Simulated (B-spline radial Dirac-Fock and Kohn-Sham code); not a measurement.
# V²⁺ 1s: cross section and angular parameters

System: V²⁺, [Ar] 3d3; threshold 5457.1 eV (orbital energy of the model). The computed values come from a radial finite-basis atomic code: Dirac-Hartree-Slater photoionisation with a Latter tail; cross sections with all multipoles, angular parameters from the dipole term and its interference with E2.

For linearly polarised light dσ/dΩ = σ/(4π) [1 + β P₂(cos θ) + (δ + γ cos²θ) sin θ cos φ], with θ from the polarisation vector and φ the angle between the beam and the projection of the electron momentum on the plane normal to the polarisation.

| hν (eV) | σ (kb) | β | γ |
| --- | --- | --- | --- |
| 6730 | 26.0 | 2.000 | 0.478 |
| 7030 | ? | ? | ? |
| 8047.8 | 16.3 | 2.000 | 0.886 |
| 8510 | 14.1 | 2.000 | 1.000 |
| 9060 | 11.9 | 2.000 | 1.124 |
| 9810 | 9.62 | 2.000 | 1.277 |

Question: Give the values at 7030 eV.

Answer: σ = 23.2 kb, β = 2.000, γ = 0.586. For an s subshell δ is negligible.
